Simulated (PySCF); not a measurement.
# Working with the constants of LiSn⁺

UHF-CCSD(T) constants of LiSn⁺, ³Π (triplet), unpaired electrons σ ↑, π ↑ (PySCF, scalar-relativistic core potentials, basis sets Li def2-SVPD, Sn def2-SVPD with ECP28; masses 7.0160 and 119.9022 u):

```
ωe              : 201.9 cm⁻¹
ωexe            : 1.46 cm⁻¹
Be              : 0.26714 cm⁻¹
αe              : 0.00381 cm⁻¹
D (centrifugal) : 1.87e-06 cm⁻¹
De to Li⁺ + Sn  : 0.74 eV
```

Task: Give the vibrational terms G(v) and spacings up to v = 6.

Result: G(v) = ωe(v+½) − ωexe(v+½)².

```json
{"v": "0", "G(v) (cm⁻¹)": "100.6", "G(v) − G(v−1)": "", "Bv (cm⁻¹)": "0.2652"}
{"v": "1", "G(v) (cm⁻¹)": "299.6", "G(v) − G(v−1)": "199.0", "Bv (cm⁻¹)": "0.2614"}
{"v": "2", "G(v) (cm⁻¹)": "495.6", "G(v) − G(v−1)": "196.1", "Bv (cm⁻¹)": "0.2576"}
{"v": "3", "G(v) (cm⁻¹)": "688.8", "G(v) − G(v−1)": "193.1", "Bv (cm⁻¹)": "0.2538"}
{"v": "4", "G(v) (cm⁻¹)": "879.0", "G(v) − G(v−1)": "190.2", "Bv (cm⁻¹)": "0.2500"}
{"v": "5", "G(v) (cm⁻¹)": "1066.3", "G(v) − G(v−1)": "187.3", "Bv (cm⁻¹)": "0.2462"}
{"v": "6", "G(v) (cm⁻¹)": "1250.7", "G(v) − G(v−1)": "184.4", "Bv (cm⁻¹)": "0.2424"}
```

Task: How well does the Morse estimate ωe²/(4ωexe) reproduce De, and what is D0?

Result: It gives 0.87 eV, 117 % of the computed De. D0 = De − G(0) = 0.74 − 0.01 = 0.73 eV.

Correlated steps freeze 4 core orbitals. Correlated levels converge slowly with the basis: in double zeta they bind strong bonds too weakly, by up to about 1 eV, and carry superposition errors of some tenths. Spin–orbit coupling is left out, which matters for elements this heavy, above all for dissociation energies. For an ion De counts to the pair picked by the measured ionisation energies or electron affinities, which need not be the lowest pair at this level. The state was picked by a PBE0 search and need not be the measured ground state.
